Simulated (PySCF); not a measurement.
An unknown shows these calculated signals:

1H NMR (400 MHz, computed): δ 6.11 (m, 1H), 6.09 (m, 1H), 4.55 (q, 2H), 2.18 (s, 3H), 0.32 (t, 3H).

13C{1H} NMR (computed): δ 140.3 (CH2), 119.8 (C), 113.1 (C), 97.1 (C), 96.6 (C), 83.9 (C), 5.6 (CH3), -4.8 (CH3).

[PySCF 2.14.0 with density-fitted response routines: shielding tensors at PBE0/pcSseg-1 (GIAO); geometry: GFN2-xTB; equivalent nuclei averaged; non-relativistic; no solvent model; single conformer]

δ = σ(ref) − σ, references computed at the same level: TMS for 1H and 13C.

Task: Which of these does the molecule contain: a CH3CH2 unit, a CF3 group, a Si–H bond, a non-aromatic C=C double bond, an N-methyl group, a Si–CH3 group?

Result: 
- A CH3CH2 unit: no.
- A CF3 group: no.
- A Si–H bond: yes (δH 4.55 (q)).
- A non-aromatic C=C double bond: yes.
- An N-methyl group: no.
- A Si–CH3 group: yes (δC -4.8; δH 0.32 (t)).

The data belong to `C=C(C#CC)C#C[SiH2]C`, C₈H₁₀Si; they needn't prove each group on their own.

Carbon signals by region: 3 in the sp2 and nitrile region (100–160 ppm), 3 at 50–100 ppm, 2 below 50 ppm.

Shifts are as computed. Against solution values, carbons near 30 ppm lie about +3 ppm off and those near 130 ppm about +5 ppm. Of 1211 compounds with measured shifts, 218 miss one by over three times the rms of a fit or turn the order of signals round; such compounds aren't used in these exercises. No couplings were computed; multiplicities are counted from neighbouring protons, with m where these are inequivalent, close in shift, in a saturated or five-membered ring or joined by F or P, and br s for small geminal =CH2 splittings.
